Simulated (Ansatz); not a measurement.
Reaction (ligand exchange at the Al–C bond): `[AlH2][CH]1C[SiH2]1` + `C=C=N` → `C=C=[N][AlH2]` + `C1C[SiH2]1`

Program: Ansatz. Geometries: PBE0-D4/def2-TZVP. ΔE: electronic, gas phase. CCSD(T)/CBS is the MP2 limit (def2-TZVPP, def2-QZVPP) plus CCSD(T) − MP2 in def2-TZVPP, frozen cores. This one scheme is used for every species. DFT in def2-TZVPP. B3LYP here is the variant with VWN-RPA as its local correlation; programs differ in this. HSE06 is defined as in plane-wave codes. Each species was taken in one conformer, which may not be the lowest.

`[AlH2][CH]1C[SiH2]1`:

Z-matrix (Å, degrees):
```
C
C 1 1.532
Si 1 1.890 2 64.1
Al 1 1.911 2 127.7 3 90.9
H 1 1.090 2 114.8 3 -101.7
H 2 1.086 1 116.8 3 -111.6
H 2 1.086 1 116.2 3 111.2
H 3 1.476 1 119.0 2 -106.7
H 3 1.480 1 118.6 2 104.8
H 4 1.590 1 119.3 2 -3.6
H 4 1.587 1 118.7 2 -178.8
```

`C=C=N`:

```xyz
6

C    -0.560   -0.388    0.691
C     0.165    0.262   -0.179
N     0.812    0.966   -0.932
H    -1.608   -0.569    0.498
H    -0.114   -0.757    1.604
H     1.306    0.487   -1.682
```

`C=C=[N][AlH2]`:

Cartesian coordinates in Å:
```
C 1.509 1.317 0.709
C 0.576 0.502 0.271
N -0.274 -0.240 -0.128
Al -1.530 -1.334 -0.718
H 1.778 2.192 0.134
H 2.010 1.113 1.645
H -2.209 -0.963 -2.090
H -1.860 -2.587 0.179
```

`C1C[SiH2]1`:

```xyz
9

C     0.841   -0.320    0.343
C    -0.671   -0.250    0.643
Si   -0.162    0.545   -0.945
H     1.243   -1.304    0.129
H     1.487    0.264    0.991
H    -1.211   -1.191    0.615
H    -0.967    0.376    1.478
H    -0.111    2.020   -1.033
H    -0.448   -0.142   -2.222
```

Problem. Is it downhill or uphill in electronic energy at CCSD(T)/CBS, and by how much? (Best estimate.)

Solution. The calculation gave: Downhill: ΔE = -92.3 kJ/mol.

Problem. What do these levels give: PBE-D4, r2SCAN-D4, B97M-V, B3LYP-D4, BHLYP-D4, ωB97M-V, HSE06, CAM-B3LYP, CCSD/def2-SVP, CCSD(T)/def2-SVP, MP2/def2-TZVPP, MP2/CBS(def2)? (Estimate.)

Solution. Computed: PBE-D4 -87.3, r2SCAN-D4 -95.6, B97M-V -98.0, B3LYP-D4 -102.2, BHLYP-D4 -106.4, ωB97M-V -94.3, HSE06 -93.2, CAM-B3LYP -108.1, CCSD/def2-SVP -101.6, CCSD(T)/def2-SVP -98.6, MP2/def2-TZVPP -98.4, MP2/CBS(def2) -97.1 kJ/mol.

Largest T1 diagnostic among the species: 0.015.

At CCSD(T), def2-SVP lies −6.3 kJ/mol from the extrapolated value and def2-TZVPP −1.2 kJ/mol. Leaving LDA and LC-ωPBE aside and taking each functional with its dispersion term where it has one, the values, not all of them listed here, spread over 19.4 kJ/mol, from BHLYP-D4 to revPBE-D4. In def2-TZVPP, CCSD(T) changes the Hartree–Fock value by +25.8 kJ/mol (the triples alone add +4.0 kJ/mol) and MP2 by +21.0 kJ/mol.
